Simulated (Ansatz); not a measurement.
Consider the cleavage of the Sn–Si bond: `C[SiH](F)[SnH3]` + `O[SiH2][SiH3]` → `[SiH3][SiH2][O][SnH3]` + `C[SiH2]F`.

Gas-phase electronic energies from Ansatz, PBE0-D4/def2-TZVP geometries. CCSD(T)/CBS is the MP2 limit (def2-TZVPP, def2-QZVPP) plus CCSD(T) − MP2 in def2-TZVPP, frozen cores. Functionals use def2-TZVPP. B3LYP here is the variant with VWN-RPA as its local correlation; programs differ in this. Elements past krypton have def2 core potentials. For Sn outer-core shells are correlated without core-valence functions, which leaves a few kJ/mol of doubt a bond. Each species was taken in one conformer, which may not be the lowest.

`C[SiH](F)[SnH3]`:

```xyz
11

C     1.476   -0.292    1.019
Si   -0.352   -0.004    0.851
F    -0.736    1.353    1.629
Sn   -1.087    0.246   -1.600
H     2.051    0.513    0.557
H     1.760   -0.362    2.072
H     1.750   -1.231    0.529
H    -1.110   -1.103    1.509
H    -0.227    1.502   -2.376
H    -2.755    0.580   -1.734
H    -0.771   -1.201   -2.457
```

`O[SiH2][SiH3]`:

```xyz
9

O    -0.412   -1.080    1.719
Si   -0.287   -0.982    0.073
Si    0.206    1.193   -0.660
H     0.351   -0.822    2.238
H     0.765   -1.905   -0.447
H    -1.603   -1.425   -0.451
H     0.360    1.209   -2.141
H     1.485    1.660   -0.053
H    -0.866    2.151   -0.278
```

`[SiH3][SiH2][O][SnH3]`:

Z-matrix (Å, degrees):
```
Si
Si 1 2.342
H 1 1.489 2 111.0
H 1 1.489 2 111.0 3 -120.6
H 1 1.490 2 109.8 3 119.7
O 2 1.632 1 109.1 3 60.3
H 2 1.496 1 109.6 3 -61.7
H 2 1.496 1 109.6 3 -177.7
Sn 6 1.965 2 135.8 1 180.0
H 9 1.699 6 103.8 2 -179.8
H 9 1.704 6 106.6 2 60.4
H 9 1.704 6 106.6 2 -60.0
```

`C[SiH2]F`:

Cartesian coordinates in Å:
```
C 0.764 0.116 0.610
Si -0.695 -0.073 -0.516
F -0.367 -1.179 -1.631
H 1.650 0.433 0.054
H 0.554 0.871 1.373
H 0.994 -0.824 1.117
H -1.898 -0.536 0.222
H -1.002 1.193 -1.228
```

| level | ΔE (kcal/mol) | difference from CCSD(T)/CBS |
| --- | --- | --- |
| PBE-D4 | -0.6 | 5.0 |
| r2SCAN-D4 | -3.8 | 1.8 |
| PBE0-D4 | -1.4 | 4.2 |
| B3LYP-D4 | -4.9 | 0.7 |
| ωB97X-V | -5.4 | 0.2 |
| ωB97M-V | -4.6 | 1.0 |
| B2PLYP | -6.0 | -0.4 |
| PBE | -0.5 | 5.1 |
| r2SCAN | -3.8 | 1.8 |
| PBE0 | -1.4 | 4.2 |
| B3LYP | -4.8 | 0.8 |
| HF/def2-TZVPP | -10.1 | -4.5 |
| MP2/def2-TZVPP | -6.2 | -0.6 |
| SCS-MP2/def2-TZVPP | -8.0 | -2.4 |
| CCSD/def2-TZVPP | -6.0 | -0.4 |
| CCSD(T)/def2-TZVPP | -5.8 | -0.2 |
| HF/def2-QZVPP | -10.8 | -5.2 |
| MP2/def2-QZVPP | -6.3 | -0.7 |
| SCS-MP2/def2-QZVPP | -8.0 | -2.4 |
| HF/CBS(def2) | -10.9 | -5.3 |
| MP2/CBS(def2) | -6.0 | -0.4 |
| CCSD/CBS(def2) | -5.8 | -0.2 |
| CCSD(T)/CBS | -5.6 | 0 |

Largest T1 diagnostic among the species: 0.014.

From PBE to PBE0 (25 % exact exchange), in def2-TZVPP and without D4, ΔE moves by −0.8 kcal/mol. In def2-TZVPP, CCSD(T) changes the Hartree–Fock value by +4.3 kcal/mol (the triples alone add +0.2 kcal/mol) and MP2 by +3.9 kcal/mol.
